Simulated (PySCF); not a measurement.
## Ionisation energy of Pb by level of theory

Pb [Xe] 4f14 5d10 6s2 6p2 (3P) → Pb⁺ [Xe] 4f14 5d10 6s2 6p1 (2P), as a difference of total energies. Computed with PySCF 2.14 in aug-cc-pVTZ-DK3 (9s8p6d3f, 84 functions), with scalar relativity by spin-free X2C-1e. Correlated levels: valence: [Xe] 4f14 5d10 frozen. The calculations carry no spin-orbit coupling.

| method | ionisation energy (eV) |
| --- | --- |
| UHF | 6.577 |
| LDA | 7.175 |
| PBE0 | 7.027 |
| r2SCAN | 7.102 |
| TPSS | 6.931 |
| BLYP | 6.838 |
| MP2 (valence) | 6.842 |

Question: Estimate what PBE gives.

Answer: 6.989 eV, closest to PBE0 among the rows shown.

Question: Estimate what SCS-MP2 (valence) gives.

Answer: 6.778 eV, closest to BLYP among the rows shown.

Spin-orbit coupling is strong in these open shells (close to jj coupling). The scalar numbers leave it out and a first-order estimate fails, so it can dominate the gap to the real levels.

Errors of the correlated levels include the incompleteness of this basis and the frozen core.

For comparison: 7.417 eV (measured; NIST Atomic Spectra Database, ionization energies).
